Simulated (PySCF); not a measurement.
# `InChI=1S/C5H7ClO2Si/c1-3-4-5(7)8-9(2)6/h1,9H,4H2,2H3/t9-/m1/s1`

Molfile (atoms numbered from 1):
```
C5H7ClO2Si
     RDKit          3D

 16 15  0  0  0  0  0  0  0  0999 V2000
    4.0108   -0.2966   -0.2967 C   0  0  0  0  0  0  0  0  0  0  0  0
    2.9747    0.3001   -0.2881 C   0  0  0  0  0  0  0  0  0  0  0  0
    1.7167    1.0144   -0.2750 C   0  0  0  0  0  0  0  0  0  0  0  0
    0.5938    0.1967    0.3272 C   0  0  0  0  0  0  0  0  0  0  0  0
    0.6788   -0.9135    0.7666 O   0  0  0  0  0  0  0  0  0  0  0  0
   -0.5513    0.8812    0.3149 O   0  0  0  0  0  0  0  0  0  0  0  0
   -2.0095    0.3098    0.8817 Si  0  0  2  0  0  4  0  0  0  0  0  0
   -2.5447   -1.2337   -0.0741 C   0  0  0  0  0  0  0  0  0  0  0  0
   -3.1833    1.8820    0.4726 Cl  0  0  0  0  0  0  0  0  0  0  0  0
    4.9199   -0.8189   -0.3058 H   0  0  0  0  0  0  0  0  0  0  0  0
    1.8095    1.9389    0.3038 H   0  0  0  0  0  0  0  0  0  0  0  0
    1.4253    1.2895   -1.2935 H   0  0  0  0  0  0  0  0  0  0  0  0
   -1.8916    0.1220    2.3202 H   0  0  0  0  0  0  0  0  0  0  0  0
   -1.8237   -2.0356    0.0593 H   0  0  0  0  0  0  0  0  0  0  0  0
   -2.6211   -1.0316   -1.1416 H   0  0  0  0  0  0  0  0  0  0  0  0
   -3.5120   -1.5957    0.2607 H   0  0  0  0  0  0  0  0  0  0  0  0
  1  2  3  0
  2  3  1  0
  3  4  1  0
  4  5  2  0
  4  6  1  0
  6  7  1  0
  7  8  1  0
  7  9  1  0
  1 10  1  0
  3 11  1  0
  3 12  1  0
  7 13  1  1
  8 14  1  0
  8 15  1  0
  8 16  1  0
M  END
```

Theory: GIAO BHandHLYP/pcSseg-1 magnetisability, rotational g tensor and spin-rotation constants, non-relativistic, gas phase (PySCF 2.14.0). Geometry: GFN2-xTB.

(1) Give the nuclear spin-rotation constants along the inertial axes (H = +C I·J) beside the isotropic shieldings.

Results:

(1) Rotational constants 2.9821, 0.5225, 0.4653 GHz. A star marks the isotopologue with that one atom substituted, in its own axes.
```
atom  isotope  Caa (kHz)  Cbb (kHz)  Ccc (kHz)  mean (kHz)  σ (ppm)
 Cl9     35Cl      0.299      0.047      0.077       0.141    944.2
 H10       1H     -0.005     -0.052     -0.053      -0.037     30.1
 H11       1H     -0.342     -0.001     -0.029      -0.124     28.6
 H12       1H     -0.334     -0.048      0.011      -0.124     28.6
 H13       1H     -0.263     -0.046      0.022      -0.095     26.5
 H14       1H     -0.147     -0.024     -0.052      -0.075     30.7
 H15       1H     -0.371     -0.056      0.005      -0.141     31.4
 H16       1H     -0.091     -0.040     -0.055      -0.062     31.5
  C1     13C*      0.233      0.154      0.155       0.181    105.5
  C2     13C*      0.103      0.162      0.166       0.144    107.3
  C3     13C*      0.402      0.083      0.080       0.188    159.1
  C4     13C*      1.696      0.163      0.124       0.661      9.1
  O5     17O*     -1.765     -0.303     -0.066      -0.711   -136.5
  O6     17O*     -0.515     -0.157     -0.091      -0.254    126.1
 Si7    29Si*     -1.899     -0.320     -0.296      -0.838    353.0
  C8     13C*      0.360      0.063      0.055       0.159    182.8
```
For the geometry as given, no vibrational averaging.
